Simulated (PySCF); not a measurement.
**allyl tiglate (C=CCOC(=O)/C(C)=C/C, C8H12O2)**

Geometry:
```
atom   x (Å)   y (Å)   z (Å)
  C1   3.788  -0.038   0.907
  C2   2.806  -0.192   0.020
  C3   1.886  -1.369  -0.011
  O4   0.522  -0.986   0.161
  C5  -0.118  -0.541  -0.931
  O6   0.416  -0.464  -2.013
  C7  -1.532  -0.155  -0.675
  C8  -2.308   0.303  -1.876
  C9  -2.026  -0.214   0.576
 C10  -3.407   0.156   0.983
 H11   4.457   0.826   0.875
 H12   3.966  -0.776   1.696
 H13   2.642   0.555  -0.765
 H14   1.984  -1.900  -0.972
 H15   2.103  -2.062   0.813
 H16  -2.580   1.368  -1.799
 H17  -1.701   0.176  -2.781
 H18  -3.240  -0.268  -1.999
 H19  -1.353  -0.560   1.366
 H20  -4.022   0.510   0.145
 H21  -3.918  -0.705   1.447
 H22  -3.385   0.946   1.752
```

Method: PySCF, quadratic response CAM-B3LYP/def2-SVPD first hyperpolarisability, Taylor convention, gas phase. Geometry: PBE0-D3(BJ)/def2-SVP.

Give the tensor of the second harmonic β(−2ω;ω,ω) at 1907 nm in the axes of these coordinates.

In au, Taylor convention; rows are the first index (the induced dipole):
|  | xx | yy | zz | xy | xz | yz |
| --- | --- | --- | --- | --- | --- | --- |
| x | -245.9 | -7.3 | +1.5 | +41.5 | +88.7 | -29.5 |
| y | +41.1 | -1.0 | +5.1 | -7.2 | -29.1 | -12.2 |
| z | +90.8 | -12.2 | -40.5 | -29.8 | -0.2 | +5.4 |

Norm of βᵢ = ⅓ Σⱼ (βᵢⱼⱼ + βⱼᵢⱼ + βⱼⱼᵢ): 259.5 au, hyper-Rayleigh value 119.8 au.
